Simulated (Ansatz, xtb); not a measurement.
**Relative energy of two isomers of C4H7F3O2**

We compare a, `C[C@H](F)OC(F)(F)CO`, a singlet, with b, `CO[C@H](C)OC(F)(F)F`, a singlet. Both are isolated molecules in the gas phase, relaxed with B3LYP/def2-SVP; the shapes shown needn't be the lowest conformers.

a (Å):

```csv
atom,x (Å),y (Å),z (Å)
C,0.8503,2.4752,-1.1602
C,1.1237,1.1162,-1.7551
C,-0.2273,-0.8332,-2.0374
C,-1.5898,-1.2464,-2.5777
F,1.9010,1.2499,-2.8774
F,-0.0658,-1.2196,-0.7406
F,0.7559,-1.4619,-2.7334
O,-0.1059,0.5302,-2.1304
O,-2.6374,-0.5717,-1.9459
H,1.7996,2.9800,-0.9309
H,0.2871,3.0853,-1.8821
H,0.2629,2.3755,-0.2361
H,1.6561,0.4465,-1.0608
H,-1.5595,-1.0887,-3.6735
H,-1.7104,-2.3240,-2.3911
H,-2.4820,0.3766,-2.0603
```

b (Å):

```json
{"atom": "C", "x (Å)": "-1.4773", "y (Å)": "1.1958", "z (Å)": "-0.0804"}
{"atom": "C", "x (Å)": "-0.0973", "y (Å)": "-0.6821", "z (Å)": "-0.4828"}
{"atom": "C", "x (Å)": "-0.1738", "y (Å)": "-2.1553", "z (Å)": "-0.8137"}
{"atom": "C", "x (Å)": "1.9174", "y (Å)": "0.0716", "z (Å)": "0.5990"}
{"atom": "F", "x (Å)": "2.7219", "y (Å)": "-0.5550", "z (Å)": "-0.2870"}
{"atom": "F", "x (Å)": "1.8205", "y (Å)": "1.3522", "z (Å)": "0.1748"}
{"atom": "F", "x (Å)": "2.5227", "y (Å)": "0.0746", "z (Å)": "1.7809"}
{"atom": "O", "x (Å)": "-1.3583", "y (Å)": "-0.2082", "z (Å)": "-0.2199"}
{"atom": "O", "x (Å)": "0.7273", "y (Å)": "-0.5202", "z (Å)": "0.7197"}
{"atom": "H", "x (Å)": "-2.5443", "y (Å)": "1.4151", "z (Å)": "0.0585"}
{"atom": "H", "x (Å)": "-1.1148", "y (Å)": "1.7223", "z (Å)": "-0.9834"}
{"atom": "H", "x (Å)": "-0.9147", "y (Å)": "1.5667", "z (Å)": "0.7924"}
{"atom": "H", "x (Å)": "0.3901", "y (Å)": "-0.1014", "z (Å)": "-1.2899"}
{"atom": "H", "x (Å)": "-0.8009", "y (Å)": "-2.3038", "z (Å)": "-1.7046"}
{"atom": "H", "x (Å)": "-0.6229", "y (Å)": "-2.6953", "z (Å)": "0.0324"}
{"atom": "H", "x (Å)": "0.8322", "y (Å)": "-2.5529", "z (Å)": "-1.0059"}
```

Estimate E(b) − E(a) at the level CCSD(T)/def2-SVP + ΔMP2/def2-TZVPP.

Not settled: CCSD(T)/def2-SVP + ΔMP2/def2-TZVPP gives E(b) − E(a) = +5.74 kJ/mol, but this leans on the basis-set step: CCSD(T) alone gives −7.87 kJ/mol.

Level by level:

```tsv
level	geometry	E(b) − E(a) (kJ/mol)	departure from the last row (kJ/mol)	job, with rough time for the two
B3LYP/def2-SVP	B3LYP/def2-SVP	−8.81	−14.55	optimisation, 82 s
HF/def2-SVP	B3LYP/def2-SVP	−6.38	−12.12	part of the CCSD(T) run
MP2/def2-SVP	B3LYP/def2-SVP	−8.62	−14.37	part of the CCSD(T) run
CCSD(T)/def2-SVP	B3LYP/def2-SVP	−7.87	−13.61	single point
CCSD(T)/def2-SVP + ΔMP2/def2-TZVPP	B3LYP/def2-SVP	+5.74		single point, 2.6 min
```

As drawn, b has 1 C–O, 1 C–H in place of 1 C–C, 1 O–H.

B3LYP/def2-SVP, HF/def2-SVP, MP2/def2-SVP, CCSD(T)/def2-SVP put the two in the other order. The largest departure from CCSD(T)/def2-SVP + ΔMP2/def2-TZVPP is that of B3LYP/def2-SVP, 14.55 kJ/mol. Levels run at GFN2-xTB geometries aren't shown. The last row adds to CCSD(T) the change of the MP2 difference between the two basis sets, here +13.61 kJ/mol, a large step that makes the value less sure.

With thermal terms from frequencies at re-optimised GFN2-xTB minima (ideal gas, soft modes damped towards free rotors, one conformer each, 298.15 K, 1 atm): the zero-point term adds −0.26 kJ/mol; ΔH is +5.39 and ΔG +5.88 kJ/mol.

The correlated steps freeze 9 core orbitals. Codes used: Ansatz 0.2.0, xtb 6.7.1; the last row on 4 threads of Arm Neoverse V2 on a shared host.
